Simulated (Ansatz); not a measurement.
Harmonic frequencies (cm⁻¹) at PBE0-D4/def2-TZVP from Ansatz: 94, 126, 126, 190, 247, 249, 402, 478, 505, 577, 616, 886, 918, 2219, 2249.

Q: Which molecule is it?
A. `F[Si]([SiH2])(Cl)Cl`•
B. `[F][Ga][O][SiH3]`•
C. `F[SiH](Cl)[SiH]Cl`•
D. `[CH3][Ga][SH]`•

A: A.
